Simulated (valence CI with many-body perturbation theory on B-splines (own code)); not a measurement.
Which ion has this spectrum?

A relativistic CI+MBPT calculation for an atom or ion with 7 electrons gives these levels (× 10³ cm⁻¹):

```
  J  Parity       E     g
3/2     odd    0.00  1.35
3/2     odd  3339.6  1.44
5/2     odd  3507.2  1.18
1/2     odd  3782.1  0.64
5/2    even  5236.0  1.47
1/2    even  5833.3  2.07
3/2    even  5845.8  1.19
3/2     odd  7131.8  1.29
3/2    even  8744.8  1.57
5/2    even  9020.2  1.28
1/2    even  9347.1  1.40
3/2    even  9434.4  1.05
3/2     odd   11530  1.31
1/2    even   12825  1.79
```

The energies are calculated, and their last digits are not significant.

**Question.** Which is it?
A. La50+
B. Cs48+
C. Nd53+
D. Ba49+

**Answer.** A. La50+, ground level (2s^2 2p1/2^2 2p3/2) J=3/2.
